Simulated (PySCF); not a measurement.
CH4OSSn, SMILES [O](C)[Sn][SH] (connectivity only; charge and spin as stated), neutral, multiplicity 1.

The structure is a stationary point at B3LYP-D3(BJ)/def2-SVP. The def2 effective core potentials stand for the cores of Sn; spin–orbit coupling is left out. One conformer was computed; it need not be the lowest.

These are M06-2X/def2-TZVP in PySCF values and carry that method's errors.

Symmetry labels are those of the subgroup Cs that the program uses (full group Cs).

Question: List the valence orbital energies around the gap with their symmetry. (The exact figures need the calculation; the answer reports its results.)

Answer: 
| orbital | symmetry | energy (eV) |
|---|---|---|
| HOMO−7 | A" | -13.69 |
| HOMO−6 | A' | -13.57 |
| HOMO−5 | A' | -12.25 |
| HOMO−4 | A' | -11.78 |
| HOMO−3 | A' | -9.34 |
| HOMO−2 | A" | -9.34 |
| HOMO−1 | A" | -8.54 |
| HOMO | A' | -8.28 |
| LUMO | A" | -1.58 |
| LUMO+1 | A' | 0.05 |
| LUMO+2 | A' | 0.69 |
| LUMO+3 | A' | 1.50 |
